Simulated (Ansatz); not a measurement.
The cluster AsSe2, relaxed as a doublet with UKS PBE0-D4/def2-TZVP in Ansatz, starting from the GFN2-xTB geometry. Force threshold 0.02 eV/Å.

The charge 0 doublet is spin-contaminated (final ⟨S²⟩ up to 1.36, 0.75 for a pure state). The relaxation made no stability test and no search for a lower SCF solution. Another isomer (doublet) lies 1.04 eV lower at PBE0-D4/def2-TZVP; other spin states weren't run for this one.

Start:

```xyz
3

As    1.050    1.552    0.109
Se   -1.323   -1.218    0.605
Se    0.273   -0.334   -0.714
```

```tsv
step	energy (eV)	largest force component (eV/Å)	SCF passes
1	-191517.6436	0.929	46
2	-191517.7004	0.242	31
3	-191517.7027	0.171	32
4	-191517.7065	0.026	31
5	-191517.7066	0.005	20
```

Force components are those of the run's own axes.

End:

```xyz
3

As    1.026    1.564    0.154
Se   -1.298   -1.170    0.619
Se    0.272   -0.394   -0.773
```

By distances, no bond broke or formed. The bond that changes most is As1–Se3, from 2.20 to 2.29 Å (atoms count from 1).

No frequencies were taken in this run, so the end may be a saddle point.

Hardware: 4 threads of Arm Neoverse V1 on a shared host. Wall time 17 s.
